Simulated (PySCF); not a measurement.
## Ionisation energy of Hg⁶⁷⁺ by level of theory

Hg⁶⁷⁺ [Ne] 3s2 3p1 (2P) → Hg⁶⁸⁺ [Ne] 3s2 (1S), as a difference of total energies. All numbers are calculated (PySCF 2.14, scalar relativity by spin-free X2C-1e, in an even-tempered Gaussian basis (17 s from 20 bohr⁻², ratio 2.5; 12 p from 26 bohr⁻², ratio 2.5; 4 d from 97 bohr⁻², ratio 2.7; 4 f from 150 bohr⁻², ratio 2.7)). Correlated levels: outer shells: 1s2 frozen; virtual orbitals above 40 to 60 times the deepest correlated orbital energy dropped. The calculations carry no spin-orbit coupling.

| method | ionisation energy (eV) |
| --- | --- |
| UHF | 7796.3 |
| LDA | 7797.7 |
| PBE | 7799.9 |
| PBE0 | 7799.3 |
| r2SCAN | 7799.2 |
| BLYP | 7801.3 |
| r2SCANh | 7799.0 |
| MP2 (outer shells) | 7797.1 |
| SCS-MP2 (outer shells) | 7796.9 |

A first-order spin-orbit estimate (lowest level to lowest level, LS coupling) adds 321.8 eV.

Breit and QED terms and the two-electron picture change are absent.

First order in ζ underestimates the shift of j = l − 1/2 levels at high Z.

For comparison: 8160 ± 40 eV (theoretical estimate listed by NIST; NIST Atomic Spectra Database, ionization energies).
